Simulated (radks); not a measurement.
Effect of the nuclear size on the bismuth ion Bi+, [Hg] 6p2. All-electron calculation, Dirac Kohn-Sham, relativistic LDA (MacDonald-Vosko exchange, VWN5 correlation), spin-unpolarised, spherical densities, finite nucleus; open shells are shared between the two j in proportion to 2j + 1; Fermi nuclear charge, rms radius 5.5211 fm. Program: a radial shooting solver on a logarithmic mesh with Libxc functionals. The rms radius is varied about that value; shifts are against it.

rms radius (fm)  total energy shift (eV)  density at nucleus (e/bohr^3)  1s1/2 shift (meV)  2s1/2 shift (meV)  5p1/2 shift (meV)  6s1/2 shift (meV)  6p1/2 shift (meV)  6p3/2 shift (meV)  7s1/2 (empty) shift (meV)
4.9027                             -30.2                      3.081e+06             -11900              -1830              0.339              -2.75              0.297              0.394                     -0.442
5.3334                             -9.37                      2.967e+06              -3700               -568              0.105             -0.855              0.092              0.122                     -0.137
5.5211                                 0                      2.922e+06              0.000              0.000              0.000              0.000              0.000              0.000                      0.000
5.7309                              10.7                      2.873e+06               4220                647             -0.119              0.975             -0.105             -0.140                      0.156
6.2996                              40.7                      2.754e+06              16100               2470             -0.449               3.72             -0.401             -0.532                      0.596

Slopes of the eigenvalues against <r^2> in GHz/fm^2, as finite differences over the two radii next to the reference (eigenvalue slopes, not the field-shift constants of lines): 1s1/2 435000, 2s1/2 66800, 5p1/2 -12.3, 6s1/2 101, 6p1/2 -10.8, 6p3/2 -14.4, 7s1/2 (empty) 16.1.
